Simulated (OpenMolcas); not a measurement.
# Ag2+ in SrF2: curves along the breathing mode

Ag2+ with its 8 nearest fluoride ions, on the Sr site of SrF2 (a = 5.796 Å, distance in the model lattice 2.510 Å). The rest of the host is ab initio model potentials to 7.6 Å and point charges beyond; the distance is set by hand and nothing relaxes. Ligand basis ANO-RCC-VDZP.

- Program: OpenMolcas 26.06
- Method: SS-CASPT2, IPEA 0.25 Eh, imaginary shift 0.1 Eh (closed shells correlated: 4s 4p and the ligand valence shells)
- Basis: ANO-RCC-VDZP [6s5p3d1f]
- Scalar Hamiltonian: DKH2, point nucleus
- Active space: 9 electrons in 5 orbitals (4d)
- State averaging: 2S+1 = 2 even, 5 roots
- Spin-orbit coupling: RASSI with atomic mean-field integrals over the reference wave functions

Spin-free energies (labels of O, the rotations of Oh) in cm-1 above the lowest fitted minimum, as all ligands move together:

```
R (Å)    2T2     2E
2.265     90   8660
2.319    660   8320
2.372   3530  10420
2.425   8360  14610
2.479  15050  20760
2.532  23160  28400
2.585  32510  37450
```

Cubic fits give the following; the wavenumber is harmonic, with the mass of all moving ligands, small differences in it between states hang on the degree of the fit, a number in brackets counts states of one label, and the table is a selection of at most 14 states with clean curves.

```tsv
State	R0 (Å)	Breathing mode (cm-1)	Minimum (cm-1)
2T2	2.279	437	0
2E	2.298	440	8160
```

The minimum of 2E is shifted by +0.0195 Å against 2T2 (from the unrounded fits). With M = 152.0 u for the moving shell, the Huang-Rhys factor in this mode is S = M ω ΔR² / 2ħ = 0.01483 × 152.0 × 437 × 0.0195² = 0.37. Only the first shell moves, against a rigid host.

Roots that are degenerate in the reference are averaged as groups; the widest CASPT2 spread within a group is 150 cm-1 (the 3-fold group of multiplicity 2 near 0 cm-1 above the lowest state of its run, R = 2.532). Shifts and gaps below about the spread of the groups concerned are not significant. Over all roots computed the reference weight is 0.68 to 0.69 in R = 2.265, 0.68 to 0.69 in R = 2.319, 0.68 to 0.69 in R = 2.372, 0.68 to 0.69 in R = 2.425, 0.69 in R = 2.479, 0.69 in R = 2.532, 0.69 in R = 2.585; a low but even weight reflects the number of correlated electrons. An orbital triplet at a regular site is open to Jahn-Teller coupling, which can distort the site and quench the lowest spin-orbit gaps and is left out. Ligand-to-metal charge-transfer states are missing. With one d shell and no ligand orbital active, 10Dq can be off by a tenth or more. Free-ion shares, where given, are those of the reference states; single-state CASPT2 does not remix them. No measured value stands beside these numbers.
